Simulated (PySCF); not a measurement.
## Electron correlation in Cd³⁶⁺ (cadmium, charge +36)

Starting occupation: [Ne] 3s2. All numbers are calculated (PySCF 2.14, X2C-1e with screened-nucleus spin-orbit coupling, Gaussian nucleus, in an even-tempered Gaussian basis (18 s from 2.4 bohr⁻², ratio 2.6; 13 p from 3.1 bohr⁻², ratio 2.6; 6 d from 3.2 bohr⁻², ratio 2.8; 4 f from 45 bohr⁻², ratio 2.8)). Frozen: 1s2; 10 electrons correlated; the 48 highest virtual spinors left out.

MP2 pair energies summed by pair of shells (mhartree):

```json
{"pair": "3s1/2-3s1/2", "energy": "-104.91", "share (%)": "22.9"}
{"pair": "2p1/2-2p3/2", "energy": "-98.33", "share (%)": "21.4"}
{"pair": "2p3/2-2p3/2", "energy": "-94.05", "share (%)": "20.5"}
{"pair": "2p3/2-2s1/2", "energy": "-40.53", "share (%)": "8.8"}
{"pair": "2p3/2-3s1/2", "energy": "-39.27", "share (%)": "8.6"}
{"pair": "2p1/2-2p1/2", "energy": "-22.97", "share (%)": "5.0"}
{"pair": "2p1/2-2s1/2", "energy": "-20.71", "share (%)": "4.5"}
{"pair": "2p1/2-3s1/2", "energy": "-18.32", "share (%)": "4.0"}
{"pair": "2s1/2-2s1/2", "energy": "-10.85", "share (%)": "2.4"}
{"pair": "2s1/2-3s1/2", "energy": "-8.98", "share (%)": "2.0"}
```

Total MP2 correlation energy: -458.93 mhartree.

The virtual space was cut to 56 spinors, which keep -404.34 of the -458.93 mhartree of MP2 correlation.

```json
{"level": "CCSD", "correlation energy (mhartree)": "-435.09"}
{"level": "(T)", "correlation energy (mhartree)": "-0.95"}
{"level": "CCSD(T)", "correlation energy (mhartree)": "-436.04"}
```

Diagnostics: T1 = 0.00023, largest double amplitude 0.086.

**Question.** Is a single reference adequate?

**Answer.** Mostly. T1 lies below 0.03, but a double amplitude of this size points to a near-degeneracy that CCSD handles and MP2 describes poorly.

The coupled-cluster values are those of the cut space; adding the MP2 remainder, -54.59 mhartree, estimates the full space.

At this charge the one-electron X2C treatment keeps the bare 1/r₁₂, with no two-electron picture change or Breit term. The effect here is smaller than on the frozen 1s shell.
